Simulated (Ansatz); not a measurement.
Consider the ligand exchange at a Ga–C bond: `[GaH2][C]1=NC1` + H₂S → `[SH][GaH2]` + `C1=NC1`.

Gas-phase electronic energies from Ansatz, PBE0-D4/def2-TZVP geometries. CCSD(T)/CBS adds triple-zeta CCSD(T) − MP2 to the extrapolated MP2 energy (def2 sets, frozen cores). This one scheme is used for every species. DFT in def2-TZVPP. HSE06 is defined as in plane-wave codes. For Ga outer-core shells are correlated without core-valence functions, which leaves a few kJ/mol of doubt a bond. Scalar relativity is left out up to krypton.

`[GaH2][C]1=NC1`:

Z-matrix (Å, degrees):
```
C
C 1 1.475
N 1 1.494 2 50.1
H 1 1.086 2 120.0 3 101.6
H 1 1.086 2 120.0 3 -101.6
Ga 2 1.950 1 147.8 3 -180.0
H 6 1.560 2 117.7 1 -87.7
H 6 1.560 2 117.7 1 87.8
```

H₂S:

Z-matrix (Å, degrees):
```
S
H 1 1.341
H 1 1.341 2 92.3
```

`[SH][GaH2]`:

Z-matrix (Å, degrees):
```
Ga
S 1 2.199
H 1 1.559 2 115.2
H 1 1.560 2 118.1 3 -180.0
H 2 1.343 1 95.0 3 180.0
```

`C1=NC1`:

Cartesian coordinates in Å:
```
C 0.001 0.509 -0.646
N 0.448 -0.631 -0.874
C -0.039 -0.312 0.538
H -0.173 1.440 -1.171
H 0.727 -0.217 1.303
H -0.964 -0.789 0.849
```

```tsv
level	ΔE (kJ/mol)	difference from CCSD(T)/CBS
LDA (SPW92)	-87.5	-3.6
BLYP-D4	-82.1	1.8
r2SCANh-D4	-88.7	-4.8
r2SCAN0-D4	-89.5	-5.6
HSE06-D4	-87.2	-3.3
CAM-B3LYP-D4	-83.6	0.3
ωB97X-V	-84.1	-0.2
r2SCAN	-88.5	-4.6
PBE0	-88.4	-4.5
RPA@PBE/def2-TZVPP	-78.3	5.6
MP2/def2-SVP	-84.8	-0.9
CCSD/def2-SVP	-85.3	-1.4
CCSD/def2-TZVPP	-81.7	2.2
HF/def2-QZVPP	-88.5	-4.6
MP2/def2-QZVPP	-83.2	0.7
SCS-MP2/def2-QZVPP	-82.2	1.7
CCSD(T)/CBS	-83.9	0
```

Largest T1 diagnostic among the species: 0.013.

From BLYP to BHLYP (50 % exact exchange), in def2-TZVPP and without D4, ΔE moves by −3.8 kJ/mol. In def2-TZVPP, CCSD(T) changes the Hartree–Fock value by +8.0 kJ/mol (the triples alone add +0.1 kJ/mol) and MP2 by +7.3 kJ/mol. Leaving LDA and LC-ωPBE aside and taking each functional with its dispersion term where it has one, the values spread over 7.4 kJ/mol, from r2SCAN0-D4 to BLYP-D4.
